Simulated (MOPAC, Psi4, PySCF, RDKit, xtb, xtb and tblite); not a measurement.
Two geometries of SMILES c1coc(c1)CCC=O (C₇H₈O₂), relaxed at GFN2-xTB with one dihedral held; other torsions can differ between them too.

Structure A

```
17

O      1.9761     1.4228     0.2852
C      2.2688     0.5215    -0.4466
C      1.6656    -0.8533    -0.4397
C      0.6361    -1.0512     0.6862
C     -0.5973    -1.7321     0.2038
C     -1.7619    -1.2393    -0.3063
C     -2.5606    -2.3631    -0.6345
C     -1.8215    -3.4537    -0.3024
O     -0.6317    -3.0836     0.2031
H      3.0406     0.6499    -1.2321
H      1.1912    -0.9845    -1.4177
H      2.4737    -1.5849    -0.3856
H      1.0756    -1.6327     1.4968
H      0.3669    -0.0662     1.0740
H     -2.0205    -0.2073    -0.4265
H     -3.5448    -2.3538    -1.0556
H     -2.0197    -4.5048    -0.3706
```

Structure B

```
17

O     -3.8377     0.1132    -0.0350
C     -2.6805     0.1777    -0.3349
C     -1.7249    -0.9859    -0.3508
C     -0.5435    -0.7689     0.6299
C     -0.6303     0.5342     1.3549
C     -1.3214     0.9053     2.4705
C     -1.0408     2.2792     2.6730
C     -0.2012     2.6399     1.6677
O      0.0531     1.5917     0.8640
H     -2.2249     1.1349    -0.6541
H     -1.3501    -1.0831    -1.3713
H     -2.2744    -1.8913    -0.0928
H      0.4024    -0.7917     0.0876
H     -0.5373    -1.5736     1.3650
H     -1.9520     0.2814     3.0697
H     -1.4141     2.9036     3.4581
H      0.2705     3.5705     1.4229
```

Which is lower in energy at the level Psi4 with B3LYP-D3(BJ)/def2-SVP // GFN2-xTB, and by how much?

A is lower, by 3.47 kcal/mol (dihedral C2–C3–C4–C5: 135° in A, 0° in B).

E(B) − E(A) in kcal/mol at the other levels, on the same two geometries: GFN2-xTB (xtb and tblite) 2.08; MMFF94 // GFN2-xTB (RDKit) 4.06; B3LYP/def2-SVP // GFN2-xTB (Psi4) 4.56; PBE/def2-SVP // GFN2-xTB (Psi4) 4.57; PBE-D3(BJ)/def2-SVP // GFN2-xTB (Psi4) 3.90; UFF // GFN2-xTB (RDKit) 2.56; PM6, restricted, heats of formation // GFN2-xTB (MOPAC) 1.60; AM1, restricted, heats of formation // GFN2-xTB (MOPAC) 2.43; GFN1-xTB // GFN2-xTB (xtb) 2.00; restricted B3LYP/6-31G*, spherical d, density fitting // GFN2-xTB (PySCF) 4.37; restricted MP2 (frozen core)/6-31G*, spherical d // GFN2-xTB (PySCF) 3.41; restricted M06-2X/6-31G*, spherical d, density fitting // GFN2-xTB (PySCF) 3.40.
